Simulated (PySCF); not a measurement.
CH3OS, SMILES O=[S]C (connectivity only; charge and spin as stated), charge -1, multiplicity 1. Atoms are numbered in the order given.

```xyz
6

C      0.3379     1.4067     0.0000
S     -0.5453    -0.2070     0.0000
O      0.6447    -1.2931     0.0000
H      0.9767     1.5000     0.8959
H     -0.4144     2.2156     0.0000
H      0.9767     1.5000    -0.8959
```
Charge -1, spin multiplicity 1.

Geometry: B3LYP-D3(BJ)/def2-SVPD. The multiplicity is an assumed one; other spin states were not compared. The isomer is the one that the SMILES or the coordinates give; other isomers of the formula were not compared.

Calculation: PySCF with PBE0/pcSseg-2.

GIAO shieldings, no solvent; atoms alike by connectivity are averaged. δ = σ(ref) − σ: ¹³C against TMS (σ = 186.1 ppm); ³³S against H2S (σ = 711.3 ppm); ¹⁷O against H2O (σ = 327.8 ppm); ¹H against TMS (σ = 31.54 ppm), references at their B3LYP-D3(BJ)/def2-TZVP geometries, non-relativistic.

Q: Estimate the chemical shifts. (The exact figures need the calculation; the answer reports its results.)

A: 
```csv
nucleus,atoms,count,δ (ppm)
¹³C,C1,1,42.1
³³S,S2,1,569.8
¹⁷O,O3,1,2.6
¹H,"H4, H5, H6",3,2.60
```
